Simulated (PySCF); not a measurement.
NiSe at B97-3

Computed with B97-3; Ni x2c-TZVPPall, Se x2c-TZVPPall; spin-free X2C with a Gaussian nucleus (PySCF 2.14).

| Item | Value |
| --- | --- |
| state | ³Σ⁻ (triplet), unpaired electrons π ↑↑ |
| bond length | 2.090 Å |
| harmonic wavenumber | 386 cm⁻¹ |
| force constant | 2.95 mdyn/Å |
| rotational constant Be | 0.1149 cm⁻¹ |
| anharmonicity ωexe | 0.949 cm⁻¹ |
| vibration–rotation constant αe | 0.000417 cm⁻¹ |
| bond order (Mayer) | 2.11 |
| dipole moment (positive dipole means Ni(−)Se(+)) | -4.25 D |

De is left out where the level can put another filling of the metal’s s and d shells below the measured ground configuration, by anything from nothing to about 1 eV. Spin–orbit coupling is left out. The state is the lowest single determinant that the PBE0 search found; with open d or f shells the true ground state can be another one.
